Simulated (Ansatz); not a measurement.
Frontier orbitals of CH₄BClO.

```xyz
8

B    -0.813    0.342   -0.671
C     0.103   -0.182    0.468
O     0.823   -1.276    0.346
Cl    0.868    1.445   -0.621
H    -1.725    1.045   -0.357
H    -0.837   -0.292   -1.682
H     0.118    0.282    1.454
H     1.462   -1.364    1.063
```

Charge 0, multiplicity 1. The bonds changed during the relaxation, so this is another structure than the one it started from. The structure was optimised at the PBE0-D4/def2-TZVP level. It is one conformer, not always the lowest. Basis def2-TZVPP, the Gaussian-basis code of Ansatz.

```tsv
functional	HOMO (eV)	LUMO (eV)
r2SCAN	-7.24	-2.11
```

Problem. Give HOMO and LUMO (eV) with LDA (SPW92), PBE, revPBE, BLYP, B97M-V, PBE0, B3LYP, r2SCANh, r2SCAN0, HSE06 (plane-wave form), BHLYP, CAM-B3LYP, LC-ωPBE, ωB97X-V, ωB97M-V, HF. (Estimate.)

Solution. Computed: 
| functional | HOMO | LUMO |
| --- | --- | --- |
| LDA (SPW92) | -7.00 | -2.60 |
| PBE | -6.92 | -2.36 |
| revPBE | -6.88 | -2.26 |
| BLYP | -6.81 | -2.24 |
| B97M-V | -7.33 | -2.08 |
| PBE0 | -8.31 | -1.31 |
| B3LYP | -8.08 | -1.58 |
| r2SCANh | -7.75 | -1.73 |
| r2SCAN0 | -8.52 | -1.16 |
| HSE06 (plane-wave form) | -7.90 | -1.70 |
| BHLYP | -9.60 | -0.18 |
| CAM-B3LYP | -9.71 | -0.20 |
| LC-ωPBE | -11.11 | 1.01 |
| ωB97X-V | -10.74 | 0.95 |
| ωB97M-V | -10.58 | 0.81 |
| HF | -11.59 | 2.45 |

B3LYP here is the variant with VWN-RPA as its local correlation; programs differ in this. LC-ωPBE has ω = 0.4 bohr⁻¹. Positive LUMOs are unbound and depend on the basis.
